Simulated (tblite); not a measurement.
Run record: tight-binding relaxation, `BC1=CC[C@@H]1CB(F)F`.

Computed with GFN2-xTB geometry optimisation, gas phase (tblite 0.8.0). Start geometry: from a force field or distance geometry. A driver script takes a list of jobs; this job's settings line and coordinates (Å) are shown.

Command:
```bash
OMP_NUM_THREADS=1 python probes_run.py task.json out
```

Input:
```
{"job": {"kind": "relax", "xc": "GFN2-xTB", "basis": "xTB"}, "charge": 0, "multiplicity": 1}
B     -2.076000     1.288400     0.347400
C     -1.147600     0.121400    -0.149700
C     -1.263500    -1.174800    -0.092000
C      0.017000    -1.379500    -0.751000
C      0.141400     0.077400    -0.774200
C      1.312400     0.702000    -0.077300
B      1.601400     0.031800     1.328500
F      2.388100    -1.203800     1.404300
F      1.924400     0.968100     2.408300
H     -3.262400     1.063500     0.442800
H     -1.802700     2.406700     0.121300
H     -2.046800    -1.859800     0.279800
H     -0.021100    -1.922700    -1.706700
H      0.710600    -1.905600    -0.007600
H      0.091000     0.504700    -1.830500
H      2.210500     0.483000    -0.680200
H      1.216400     1.811400     0.025800
```

Q: What does the run print?

A: 
```
step      E/eV     max force
  0    -726.37312    5.895
  1    -727.33542    3.609
  2    -727.70111    1.752
  3    -727.82870    1.335
  4    -727.90975    0.562
  5    -727.94495    0.396
  6    -727.96379    0.423
  7    -727.97696    0.330
  8    -727.98731    0.282
  9    -727.99337    0.177
... (74 lines left out)
 84    -728.07402    0.023
 85    -728.07412    0.025
 86    -728.07423    0.024
 87    -728.07432    0.022
 88    -728.07440    0.019
 89    -728.07447    0.017
 90    -728.07453    0.015
 91    -728.07458    0.016
 92    -728.07461    0.013
 93    -728.07464    0.009
```

«max force» is the largest atomic force in eV/Å.

Q: From which step on does the largest force stay under 0.1 eV/Å, and how much energy is left to gain from there?

A: From step 48 (0.087 eV/Å), 17.5 meV above the end.

Summary of the converged run: energy lowered by 39.2 kcal/mol over 93 steps; largest atomic force 0.009 eV/Å at the end.

Q: Where do the atoms end?

A: 0.387 Å rms from the input after alignment:
```
atom  x, y, z in Å
B1    -1.9188    1.2660    0.4834
C2    -1.0984    0.1250   -0.1140
C3    -1.1978   -1.2229   -0.1074
C4     0.0560   -1.4647   -0.8831
C5     0.2024    0.0800   -0.9153
C6     1.4276    0.6656   -0.1942
B7     1.4354    0.2705    1.3381
F8     1.7500   -0.9337    1.7774
F9     1.1266    1.1117    2.3035
H10   -2.8717    1.0144    1.1118
H11   -1.6073    2.3780    0.2992
H12   -1.9193   -1.9104    0.2996
H13   -0.0770   -1.9420   -1.8544
H14    0.8379   -1.9900   -0.3371
H15    0.1258    0.5033   -1.9184
H16    2.3274    0.3106   -0.7019
H17    1.3943    1.7507   -0.2981
```

Hardware: Arm Neoverse V2, one thread, on a shared host. Cost: 0.44 s of wall time.
Labels such as C1 count atoms from 1, the log's own numbers from 0.
